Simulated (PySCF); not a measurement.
All values below come from PBE0-D3(BJ)/def2-TZVP (PySCF). Gas-phase values, no solvent. Excitations are Tamm–Dancoff values on a coarser integration grid. The basis has no diffuse functions, so Rydberg states are missing or too high.

Reference species (SMILES): `[SiH3][Si@@H]1C[SiH2]1` (neutral, multiplicity 1).

```json
{
 "LUMO": "-0.49 eV",
 "dipole_moment": "0.45 D",
 "T1 excitation (TDA)": "4.06 eV"
}
```

After one change: the LUMO decreases by 1.49 eV; the dipole moment increases by 1.06 D; the T1 excitation (TDA) drops by 1.67 eV.

Which change was made? The new species is one of these.
A. `[SiH2]=C([SiH3])[SiH3]`
B. `[SiH3]/C=[SiH]\[SiH3]`
C. `C=[Si]([SiH3])[SiH3]`
D. `C[SiH]1[SiH2][SiH2]1`

B, `[SiH3]/C=[SiH]\[SiH3]`
